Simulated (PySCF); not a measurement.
Work out the structure from these simulated measurements.

Formula: C2H12N2Si4.

| Item | Value |
| --- | --- |
| 1H NMR | chemical shifts (computed TMS as zero) by class: 8.81 (1 H), 8.63 (1 H), 5.66 (1 H), 5.32 (1 H), 5.14 (1 H), 4.66 (3 H), 4.05 (1 H), 4.04 (1 H), 0.58 (1 H), 0.33 (1 H) ppm [GIAO PBE0/pcSseg-1] |
| 13C NMR | chemical shifts (computed TMS as zero) by class: 172.2 (1 C), -14.1 (1 C) ppm [GIAO PBE0/pcSseg-1] |
| NMR, other nuclei | isotropic shieldings of nuclei other than C and H, by class: -165 (1 N), 241 (1 N), 362 (1 Si), 364 (1 Si), 408 (1 Si), 421 (1 Si) ppm [GIAO PBE0/pcSseg-1] |
| Rotational structure | rotational constants A, B, C: 1.119, 1.020, 0.581 GHz [GFN2-xTB] |
| Dipole | 1.41 D [PBE0/pcSseg-1] |

Gas-phase values; electronic properties from PySCF, density fitting. Levels stand in brackets. Geometry: GFN2-xTB, one conformer, isolated molecule. GFN2-xTB frequencies show an imaginary mode (34i cm⁻¹), so this geometry is no minimum at that level. Each NMR value is the plain mean over a class of atoms that symmetry, rotation or inversion makes alike.

Question: What is the compound? Reason from the data.

Answer: Numbering: `[CH2:1]=[N:2][Si@H:3]1[SiH2:4][CH2:5][SiH2:6][N:7]1[SiH3:8]`. Its formula, C2H12N2Si4, gives 2 degrees of unsaturation: 1 ring and 1 π bond in the structure found. 2 carbons fall into 2 classes; from least to most shielded: C=N carbon [C1] (172.2 ppm), ring sp3 carbon bound to silicon [C5] (-14.1 ppm). Hydrogen classes from least to most shielded: 1 H on a C=N carbon, C1 (8.81 ppm), 1 H on a C=N carbon, C1 (8.63 ppm), 1 H on an SiH silicon, Si3 (5.66 ppm), 1 H on an SiH2 silicon, Si6 (5.32 ppm), 1 H on an SiH2 silicon, Si6 (5.14 ppm), 3 H on an SiH3 silicon, Si8 (4.66 ppm), 1 H on an SiH2 silicon, Si4 (4.05 ppm), 1 H on an SiH2 silicon, Si4 (4.04 ppm), 1 H on an sp3 carbon bound to silicon, C5 (0.58 ppm), 1 H on an sp3 carbon bound to silicon, C5 (0.33 ppm). The other shieldings belong to: -165 ppm, C=N nitrogen [N2]; 241 ppm, nitrogen bridging silicon atoms [N7]; 362 ppm, SiH2 silicon [Si6]; 364 ppm, SiH silicon [Si3]; 408 ppm, SiH3 silicon [Si8]; 421 ppm, SiH2 silicon [Si4]. The optimised geometry has point group C1 and is an asymmetric top. Structure: `N1([Si@H]([SiH2]C[SiH2]1)N=C)[SiH3]`. The assignments are read from this structure; whether some other isomer fits the data as well wasn't checked. The mirror image fits equally.
